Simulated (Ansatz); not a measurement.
`[OH][Zn][Cl]`, 4 atoms. Charge 0, multiplicity 1. Correlated methods include outer-core shells of Zn, which these sets cover unevenly. Scalar relativity is left out up to krypton. All runs use 2 threads of a server CPU on a shared host. Correlated methods freeze the cores.

Question: Give the basis size and wall time and peak host memory of each of these runs in Ansatz. RHF-CCSD(T)/def2-TZVPP energy; RKS PBE0-D4/def2-TZVP relaxation (5 steps); RKS r2SCAN0-D4/def2-TZVPP energy; RKS PBE0-D4/def2-SVP energy; RKS B97M-V/def2-TZVPP energy; RKS ωB97M-V/def2-TZVPP energy and forces; RKS B2PLYP (frozen core)/def2-TZVPP energy; RHF-MP2/def2-QZVPP energy; RKS PBE0-D4/def2-QZVPP energy; direct RPA on PBE orbitals/def2-TZVPP energy; RKS ωB97M-V/def2-SVP energy; RKS PBE0-D4/def2-TZVP frequencies. (Estimate.)

Answer: Ansatz gave: Other jobs shared the machine, so times are rough.

```tsv
level	job	functions	wall time	peak host memory (GiB)
RKS PBE0-D4/def2-SVP	energy	68	1.1 s	0.14
direct RPA on PBE orbitals/def2-TZVPP	energy	151	2.9 s	0.26
RKS r2SCAN0-D4/def2-TZVPP	energy	151	3.2 s	0.37
RKS B2PLYP (frozen core)/def2-TZVPP	energy	151	3.2 s	0.29
RKS ωB97M-V/def2-SVP	energy	68	3.4 s	0.2
RKS B97M-V/def2-TZVPP	energy	151	4.3 s	0.25
RKS PBE0-D4/def2-QZVPP	energy	257	4.8 s	0.63
RKS ωB97M-V/def2-TZVPP	energy and forces	151	6 s	0.43
RHF-MP2/def2-QZVPP	energy	257	7.5 s	0.72
RKS PBE0-D4/def2-TZVP	relaxation (5 steps)	122	12 s	0.27
RHF-CCSD(T)/def2-TZVPP	energy	151	15 s	0.82
RKS PBE0-D4/def2-TZVP	frequencies	122	28 s	0.27
```
